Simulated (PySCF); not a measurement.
(3Z)-4-fluoropenta-1,3-diene (C5H7F), SMILES C=C/C=C(/C)F. Atoms are numbered in the order given.

```xyz
13

C     -0.2431     2.7744     0.0000
C      0.2650     1.5333     0.0000
C     -0.5325     0.3229     0.0000
C     -0.0236    -0.9190     0.0000
C     -0.7580    -2.2062     0.0000
F      1.3065    -1.0888     0.0000
H     -1.3235     2.9492     0.0000
H      0.4046     3.6538     0.0000
H      1.3511     1.3963     0.0000
H     -1.6217     0.4146     0.0000
H     -0.4869    -2.8029    -0.8863
H     -1.8424    -2.0414     0.0000
H     -0.4869    -2.8029     0.8863
```
Charge 0, spin multiplicity 1.

The structure is a stationary point at PBE0-D3(BJ)/def2-SVP. Other conformers were not sampled.

Two levels are set side by side: PBE/pcSseg-1 (PySCF) and B3LYP/pcSseg-1 (PySCF). GIAO shifts against CFCl3 (¹⁹F), TMS (¹H), TMS (¹³C) at the same level; non-relativistic, no solvent, atoms listed together averaged. Differences are taken from unrounded values.

```csv
quantity,B3LYP
δ(¹³C) of C1 (ppm),121.6
δ(¹³C) of C2 (ppm),139.9
δ(¹³C) of C3 (ppm),117.3
δ(¹³C) of C4 (ppm),169.6
δ(¹³C) of C5 (ppm),22.6
δ(¹⁹F) of F6 (ppm),-105.8
"δ(¹H) of H7, H8 (ppm)",5.37
δ(¹H) of H9 (ppm),6.98
δ(¹H) of H10 (ppm),5.39
```

### Question
What does PBE give, and how far is it from B3LYP? (The exact figures need the calculation; the answer reports its results.)

### Answer

```tsv
quantity	PBE	PBE minus B3LYP
δ(¹³C) of C1 (ppm)	119.6	-2.0
δ(¹³C) of C2 (ppm)	137.4	-2.6
δ(¹³C) of C3 (ppm)	115.6	-1.8
δ(¹³C) of C4 (ppm)	167.3	-2.3
δ(¹³C) of C5 (ppm)	22.7	0.1
δ(¹⁹F) of F6 (ppm)	-111.3	-5.5
δ(¹H) of H7, H8 (ppm)	5.40	0.03
δ(¹H) of H9 (ppm)	7.01	0.03
δ(¹H) of H10 (ppm)	5.42	0.03
```

Rough cost on one machine, each run with all the roots and properties that it gave: B3LYP against PBE within a factor of 2.
